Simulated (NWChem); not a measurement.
Everything below was run with NWChem. System: HBN (+1), charge 1, spin multiplicity 1, at a geometry optimised with PBE0/def2-SVP. The structure started from a generated list of species. Level: TDA-BHandHLYP/def2-SVPD.

Job file:

```
start mol
memory heap 200 mb stack 900 mb global 1100 mb
charge 1
geometry units angstroms nocenter noautoz
  B      0.000000     0.000000     0.821302
  N      0.000000     0.000000    -0.386284
  H      0.000000     0.000000    -1.402519
  symmetry group C2v
end
basis spherical
  * library def2-svpd
end
dft
  xc bhlyp
  semidirect memsize 60000000 filesize 0
  iterations 100
end
tddft
  cis
  nroots 8
  notriplet
  thresh 1e-4
end
task tddft energy
```

Output (cleaned and shortened):

```
             Northwest Computational Chemistry Package (NWChem) 7.3.0
             --------------------------------------------------------

                                NWChem Input Module
                                -------------------

 Scaling coordinates for geometry "geometry" by  1.889725989
 (inverse scale =  0.529177249)

 Turning off AUTOSYM since
 SYMMETRY directive was detected!

                             Geometry "geometry" -> ""
                             -------------------------

 Output coordinates in angstroms (scale by  1.889725989 to convert to a.u.)

  No.       Tag          Charge          X              Y              Z
 ---- ---------------- ---------- -------------- -------------- --------------
    1 B                    5.0000     0.00000000     0.00000000     0.82130200
    2 N                    7.0000     0.00000000     0.00000000    -0.38628400
    3 H                    1.0000     0.00000000     0.00000000    -1.40251900

 Effective nuclear repulsion energy (a.u.)      20.1722345906

            Nuclear Dipole moment (a.u.)
            ----------------------------
        X                 Y               Z
 ---------------- ---------------- ----------------
     0.0000000000     0.0000000000     0.0000056692

      Symmetry information
      --------------------

 Group name             C2v
 Group number             16
 Group order               4
 No. of unique centers     3

      Symmetry unique atoms

     1    2    3


 Summary of "ao basis" -> "" (spherical)
 ------------------------------------------------------------------------------
       Tag                 Description            Shells   Functions and Types
 ---------------- ------------------------------  ------  ---------------------
 *                         def2-svpd                  on all atoms

                                 NWChem DFT Module
                                 -----------------

 Summary of "ao basis" -> "ao basis" (spherical)
 ------------------------------------------------------------------------------
       Tag                 Description            Shells   Functions and Types
 ---------------- ------------------------------  ------  ---------------------
 B                         def2-svpd                 8       20   4s2p2d
 N                         def2-svpd                 8       20   4s2p2d
 H                         def2-svpd                 4        8   2s2p

 Summary of "ao basis" -> "ao basis" (spherical)
 ------------------------------------------------------------------------------
       Tag                 Description            Shells   Functions and Types
 ---------------- ------------------------------  ------  ---------------------
 B                         def2-svpd                 8       20   4s2p2d
 N                         def2-svpd                 8       20   4s2p2d
 H                         def2-svpd                 4        8   2s2p

      Symmetry analysis of basis
      --------------------------

        a1         24
        a2          4
        b1         10
        b2         10

            General Information
            -------------------
          SCF calculation type: DFT
          Wavefunction type:  closed shell.
          No. of atoms     :     3
          No. of electrons :    12
           Alpha electrons :     6
            Beta electrons :     6
          Charge           :     1
          Spin multiplicity:     1
          Use of symmetry is: off; symmetry adaption is: on
[...]
  Root   4 singlet a1             0.272331183 a.u.                7.4105 eV
  ----------------------------------------------------------------------------
     Transition Moments    X  0.00000   Y  0.00000   Z -0.00003
     Transition Moments   XX  0.39073  XY  0.00000  XZ  0.00000
     Transition Moments   YY -0.39073  YZ  0.00000  ZZ -0.00005
     Dipole Oscillator Strength                    0.0000000001
     Electric Quadrupole                           0.0000000164
     Magnetic Dipole                               0.0000000000
     Total Oscillator Strength                     0.0000000165

          sigma_e =   1.3922 Angstrom
          sigma_h =   1.0437 Angstrom
         |d_h->e| =   0.5516 Angstrom
            d_exc =   1.8228 Angstrom
            d_CD1 =   0.9001 Angstrom
            d_CD2 =  -0.6663 Angstrom
            d_CD3 =   2.3744 Angstrom
     Pearson C.C. =   0.0031

     Occ.    5  b1  ---  Virt.    8  b1      -0.70024
     Occ.    5  b1  ---  Virt.   18  b1       0.08567
     Occ.    6  b2  ---  Virt.    9  b2       0.70025
     Occ.    6  b2  ---  Virt.   17  b2       0.08567
  ----------------------------------------------------------------------------
  Root   5 singlet a2             0.272338829 a.u.                7.4107 eV
  ----------------------------------------------------------------------------
     Transition Moments    X -0.00000   Y  0.00000   Z -0.00000
     Transition Moments   XX -0.00000  XY -0.39074  XZ  0.00000
     Transition Moments   YY -0.00000  YZ -0.00000  ZZ -0.00000
     Dipole Oscillator Strength                    0.0000000000
     Electric Quadrupole                           0.0000000164
     Magnetic Dipole                               0.0000000000
     Total Oscillator Strength                     0.0000000164

          sigma_e =   1.3922 Angstrom
          sigma_h =   1.0437 Angstrom
         |d_h->e| =   0.5516 Angstrom
            d_exc =   1.8228 Angstrom
            d_CD1 =   0.9001 Angstrom
            d_CD2 =  -0.6663 Angstrom
            d_CD3 =   2.3744 Angstrom
     Pearson C.C. =   0.0031

     Occ.    5  b1  ---  Virt.    9  b2       0.70037
     Occ.    5  b1  ---  Virt.   17  b2       0.08569
     Occ.    6  b2  ---  Virt.    8  b1       0.70011
     Occ.    6  b2  ---  Virt.   18  b1      -0.08565
  ----------------------------------------------------------------------------
  Root   6 singlet a1             0.291660403 a.u.                7.9365 eV
  ----------------------------------------------------------------------------
     Transition Moments    X -0.00000   Y  0.00000   Z  0.14584
     Transition Moments   XX  0.02699  XY  0.00000  XZ -0.00000
     Transition Moments   YY  0.02700  YZ  0.00000  ZZ  0.05861
     Dipole Oscillator Strength                    0.0041354038
     Electric Quadrupole                           0.0000000000
     Magnetic Dipole                               0.0000000000
     Total Oscillator Strength                     0.0041354039

          sigma_e =   1.0381 Angstrom
          sigma_h =   0.9422 Angstrom
         |d_h->e| =   1.7337 Angstrom
            d_exc =   2.2465 Angstrom
            d_CD1 =   1.8295 Angstrom
            d_CD2 =   0.7435 Angstrom
            d_CD3 =   3.9802 Angstrom
     Pearson C.C. =  -0.0388

     Occ.    3  a1  ---  Virt.    7  a1      -0.08288
     Occ.    4  a1  ---  Virt.    7  a1       0.96851
     Occ.    5  b1  ---  Virt.    8  b1       0.15871
     Occ.    6  b2  ---  Virt.    9  b2       0.15867
  ----------------------------------------------------------------------------
  Root   7 singlet b2             0.438472428 a.u.               11.9314 eV
  ----------------------------------------------------------------------------
     Transition Moments    X -0.00000   Y -0.50526   Z -0.00000
     Transition Moments   XX -0.00000  XY  0.00000  XZ  0.00000
     Transition Moments   YY -0.00000  YZ  0.16133  ZZ -0.00000
     Dipole Oscillator Strength                    0.0746231689
     Electric Quadrupole                           0.0000000117
     Magnetic Dipole                               0.0000000027
     Total Oscillator Strength                     0.0746231832

          sigma_e =   2.2457 Angstrom
          sigma_h =   1.0438 Angstrom
         |d_h->e| =   1.0107 Angstrom
            d_exc =   2.6728 Angstrom
            d_CD1 =   2.2126 Angstrom
            d_CD2 =  -0.6340 Angstrom
            d_CD3 =   3.6835 Angstrom
     Pearson C.C. =   0.0022

     Occ.    6  b2  ---  Virt.   10  a1      -0.89482
     Occ.    6  b2  ---  Virt.   11  a1      -0.41616
     Occ.    6  b2  ---  Virt.   12  a1       0.10045
     Occ.    6  b2  ---  Virt.   19  a1       0.05078
     Occ.    6  b2  ---  Virt.   22  a1       0.08724
     Occ.    6  b2  ---  Virt.   24  a1       0.05632
  ----------------------------------------------------------------------------
  Root   8 singlet b2             0.468570759 a.u.               12.7505 eV
  ----------------------------------------------------------------------------
     Transition Moments    X  0.00000   Y -0.37408   Z  0.00000
     Transition Moments   XX  0.00000  XY -0.00000  XZ -0.00000
     Transition Moments   YY  0.00000  YZ -0.40630  ZZ  0.00000
     Dipole Oscillator Strength                    0.0437140490
     Electric Quadrupole                           0.0000000904
     Magnetic Dipole                               0.0000003519
     Total Oscillator Strength                     0.0437144914

          sigma_e =   2.6914 Angstrom
          sigma_h =   1.0445 Angstrom
         |d_h->e| =   0.2296 Angstrom
            d_exc =   2.8934 Angstrom
            d_CD1 =   1.8765 Angstrom
            d_CD2 =  -1.6383 Angstrom
            d_CD3 =   3.1230 Angstrom
     Pearson C.C. =   0.0027

     Occ.    4  a1  ---  Virt.    9  b2      -0.08043
     Occ.    6  b2  ---  Virt.   10  a1      -0.41819
     Occ.    6  b2  ---  Virt.   11  a1       0.77159
     Occ.    6  b2  ---  Virt.   12  a1      -0.45087
     Occ.    6  b2  ---  Virt.   19  a1      -0.08578
     Occ.    6  b2  ---  Virt.   23  a1      -0.06993
     Occ.    6  b2  ---  Virt.   24  a1      -0.07284

              Target root =      1
          Target symmetry = none
      Ground state energy =    -79.581553324851
        Excitation energy =      0.030825974050
     Excited state energy =    -79.550727350801

  stored tddft:energy   -79.550727350800514

 Task  times  cpu:        8.7s     wall:        8.7s

 Total times  cpu:        8.7s     wall:        8.7s
```
